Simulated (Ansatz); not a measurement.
Consider the formal exchange of groups at a Ge–O bond: `[OH][GeH]([F])[GeH3]` + CH₄ → `[CH3][GeH]([F])[GeH3]` + H₂O.

Program: Ansatz. Geometries: PBE0-D4/def2-TZVP. ΔE: electronic, gas phase. CBS: MP2 limit from def2 TZ/QZ plus the TZ coupled-cluster correction, frozen cores. This one scheme is used for every species. Functionals use def2-TZVPP. For Ge outer-core shells are correlated without core-valence functions, which leaves a few kJ/mol of doubt a bond. Scalar relativity is left out up to krypton. One conformer a species, not always the lowest.

```csv
level,ΔE (kcal/mol),difference from CCSD(T)/CBS
PBE0-D4,11.4,0.2
ωB97M-V,12.7,1.5
B2PLYP,13.9,2.7
HF/def2-TZVPP,15.5,4.3
MP2/def2-TZVPP,12.1,0.9
SCS-MP2/def2-TZVPP,13.2,2.0
MP2/def2-QZVPP,11.6,0.4
SCS-MP2/def2-QZVPP,12.8,1.6
HF/CBS(def2),15.7,4.5
MP2/CBS(def2),11.1,-0.1
CCSD(T)/CBS,11.2,0
```

Largest T1 diagnostic among the species: 0.012.

In def2-TZVPP, CCSD(T) changes the Hartree–Fock value by −3.4 kcal/mol (the triples alone add −0.1 kcal/mol) and MP2 by −3.4 kcal/mol. The D4 term adds −0.8 kcal/mol with B3LYP and −0.4 kcal/mol with PBE0; it sums over pairs of atoms, weighted by their polarisabilities, and B3LYP, whose exchange is more repulsive, gets the larger term.

B3LYP here is the variant with VWN-RPA as its local correlation; programs differ in this.
